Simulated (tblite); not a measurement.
Run record: tight-binding relaxation, `C/C=C(\C)[C@@H](CC)[C+](C)C`.

Computed with GFN2-xTB geometry optimisation, gas phase (tblite 0.8.0). Start geometry: from a force field or distance geometry. A driver script takes a list of jobs; this job's settings line and coordinates (Å) are shown.

Command:
```bash
OMP_NUM_THREADS=1 python probes_run.py task.json out
```

Input:
```
{"job": {"kind": "relax", "xc": "GFN2-xTB", "basis": "xTB"}, "charge": 1, "multiplicity": 1}
C      3.068000     0.160800    -1.016300
C      1.569800     0.355200    -0.970200
C      0.878400     0.157300     0.142900
C      1.568500    -0.255800     1.399400
C     -0.601000     0.333500     0.247100
C     -1.257500     0.930000    -0.966700
C     -0.713500     2.294200    -1.267600
C     -1.298100    -0.933000     0.653100
C     -1.187600    -2.156400    -0.193900
C     -2.110200    -0.949900     1.909200
H      3.527400     1.054000    -0.560900
H      3.393600     0.167300    -2.088800
H      3.387800    -0.795500    -0.605100
H      1.103900     0.653100    -1.885900
H      2.624700    -0.447500     1.249300
H      1.480200     0.546700     2.158800
H      0.988700    -1.123100     1.788500
H     -0.787800     1.080800     1.066400
H     -1.236400     0.244000    -1.823300
H     -2.331600     1.057800    -0.705500
H     -1.511900     3.052800    -1.001100
H      0.177000     2.485500    -0.635200
H     -0.445000     2.438200    -2.302600
H     -0.152900    -2.559000    -0.262000
H     -1.802700    -2.956500     0.285600
H     -1.503900    -1.987200    -1.241600
H     -2.964000    -1.624000     1.830800
H     -1.430700    -1.301600     2.721700
H     -2.453100     0.106100     2.084700
```

Output:
```
step      E/eV     max force
  0    -832.70239    2.492
  1    -833.01238    0.776
  2    -833.10699    0.542
  3    -833.16825    0.673
  4    -833.20127    0.469
  5    -833.22370    0.329
  6    -833.24018    0.264
  7    -833.25273    0.326
  8    -833.26330    0.229
  9    -833.27121    0.177
... (253 lines left out)
263    -833.98391    0.016
264    -833.98398    0.014
265    -833.98404    0.014
266    -833.98410    0.016
267    -833.98416    0.015
268    -833.98422    0.015
269    -833.98428    0.014
270    -833.98433    0.016
271    -833.98437    0.015
272    -833.98440    0.009
```

«max force» is the largest atomic force in eV/Å.

From which step on does the largest force stay under 0.1 eV/Å, and how much energy is left to gain from there?

From step 242 (0.079 eV/Å), 9.8 meV above the end.

Main results: energy lowered by 29.6 kcal/mol over 272 steps; largest atomic force 0.009 eV/Å at the end.

Where do the atoms end?

1.055 Å rms from the input after alignment:
```
atom  x, y, z in Å
C1     2.7106   -0.5369   -0.7591
C2     1.2575   -0.3478   -0.7401
C3     0.5173   -0.0485    0.3732
C4     1.2369    0.1902    1.6745
C5    -0.9140    0.6088    0.2128
C6    -1.2730    1.3319   -1.0607
C7    -0.4532    2.6067   -1.2294
C8    -0.9968   -0.8205    0.4322
C9    -1.3316   -1.7949   -0.6586
C10   -1.2848   -1.3692    1.7969
H11    3.1928    0.4307   -0.9306
H12    3.0097   -1.1829   -1.5814
H13    3.0981   -0.9174    0.1832
H14    0.7609   -0.4591   -1.6938
H15    2.0523    0.8922    1.5102
H16    0.5902    0.6179    2.4327
H17    1.6583   -0.7330    2.0688
H18   -1.1041    1.2298    1.0841
H19   -1.1631    0.7039   -1.9436
H20   -2.3310    1.5947   -0.9792
H21   -0.5824    3.2665   -0.3754
H22    0.6056    2.3738   -1.3289
H23   -0.7703    3.1390   -2.1209
H24   -1.1691   -1.4152   -1.6609
H25   -0.7836   -2.7268   -0.5360
H26   -2.3924   -2.0300   -0.5728
H27   -0.7033   -2.2675    1.9946
H28   -1.1214   -0.6532    2.5945
H29   -2.3362   -1.6552    1.8244
```

On one thread of an Arm Neoverse N1, on a shared host, this took 4.8 s of wall time.
Labels such as C1 count atoms from 1, the log's own numbers from 0.
